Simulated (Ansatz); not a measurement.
Species: SiNH$_{3}$F, charge 0, doublet. SiNH3F (SMILES N[SiH]F, doublet).
B3LYP-D3(BJ)/def2-TZVP minimum from Ansatz (an electronic-structure program):
```
N
H 1 1.0082
H 1 1.0089 2 111.70
Si 1 1.7148 2 122.35 3 152.93
F 4 1.6141 1 108.64 2 62.13
H 4 1.4928 5 108.76 1 -114.80
```
Charge 0, spin multiplicity 2.

Quantity: atomisation energy (electronic, to ground-state atoms), in kcal/mol. Radicals and triplets start from unrestricted determinants; spin-orbit coupling is neglected. CBS(X,Y): correlation extrapolated as X^-3, Hartree-Fock from the larger set. A bracket is a step between two methods taken in the basis named. The functionals are non-relativistic, so their misses hold any scalar relativity. '+ core + X2C': CCSD(T) terms for core correlation (cc-pwCVTZ, 1s frozen past Ne) and scalar relativity (cc-pVTZ-DK). Where a partner has so few electrons that a lower coupled-cluster level is exact, that level stands in.

CCSD(T)/CBS(cc-pV(T+d)Z,cc-pV(Q+d)Z) + [CCSDT(Q) - CCSD(T)]/cc-pV(D+d)Z + core + X2C (Ansatz) gives 482.8 kcal/mol.

Q: How far off this value is PBE/def2-TZVPD (Ansatz), in which direction, and which of these levels come nearer: r2SCAN/def2-TZVPD, B3LYP/def2-TZVPD, wB97M-V/def2-TZVPD, CCSD(T)/CBS(cc-pV(T+d)Z,cc-pV(Q+d)Z) + core + X2C?

A: PBE gives 487.1 kcal/mol, 4.3 kcal/mol above it. Differences of the others: r2SCAN/def2-TZVPD (Ansatz) -1.6; B3LYP/def2-TZVPD (Ansatz) -3.1; wB97M-V/def2-TZVPD (Ansatz) -1.2; CCSD(T)/CBS(cc-pV(T+d)Z,cc-pV(Q+d)Z) + core + X2C (Ansatz) -0.7 kcal/mol. Nearer than PBE: r2SCAN/def2-TZVPD, B3LYP/def2-TZVPD, wB97M-V/def2-TZVPD, CCSD(T)/CBS(cc-pV(T+d)Z,cc-pV(Q+d)Z) + core + X2C.
